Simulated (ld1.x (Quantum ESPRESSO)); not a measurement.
Pseudopotential generation for terbium (Tb): TM, LDA (PZ), fully relativistic.

* Element: terbium
* Generator: ld1.x (Quantum ESPRESSO) 7.5
* Type: norm-conserving Troullier–Martins (Kleinman–Bylander form)
* Functional: LDA (PZ)
* Relativity: fully relativistic
* Frozen core: [Kr] 4d10 5s2
* Valence charge: 17
* Reference configuration: 4f9 5p6 5d0 6s1 6p0 (charge +1)
* Partial waves: 5p (bound): rc 1.85 bohr; 5d (bound, empty): rc 2.30 bohr; 4f (bound): rc 1.50 bohr; 6s (bound): rc 2.50 bohr
* Local potential: the s channel
* Core correction: none

Open shells are filled in proportion to 2j + 1 (rel_dist='average').

Poles of the logarithmic derivatives, all-electron (AE) and pseudo (PS). s: poles at -3.9, 3.0 (AE) and 0.6, 4.7 (PS) Ry. p1/2: poles at -2.3, 4.3 (AE) and -2.3 (PS) Ry. p3/2: poles at -1.9, 4.7 (AE) and -1.9 (PS) Ry. d3/2: poles at 0.5 (AE) and 0.6 (PS) Ry. d5/2: poles at 0.6 (AE) and 0.7 (PS) Ry. f5/2: poles at -0.7, 3.7 (AE) and -0.7 (PS) Ry. f7/2: poles at -0.6, 3.7 (AE) and -0.6 (PS) Ry. Test radius 2.70 bohr.

* Cutoffs needed: 200 Ry and 300 Ry (the cutoffs (Ry, on a coarse ladder) from which the occupation-weighted sum of valence levels, in a spherical-Bessel basis at the reference potential, stays within 10 and 1 mRy of its value at 400 Ry)
* Ghost test: no extra level below or beside the all-electron valence levels (p1/2, p3/2, d3/2, d5/2, f5/2, f7/2, s tested) (spherical-Bessel basis up to 400 Ry, 20 bohr box)
* Configuration tests: 2 of 7 tests not solved or not reliable
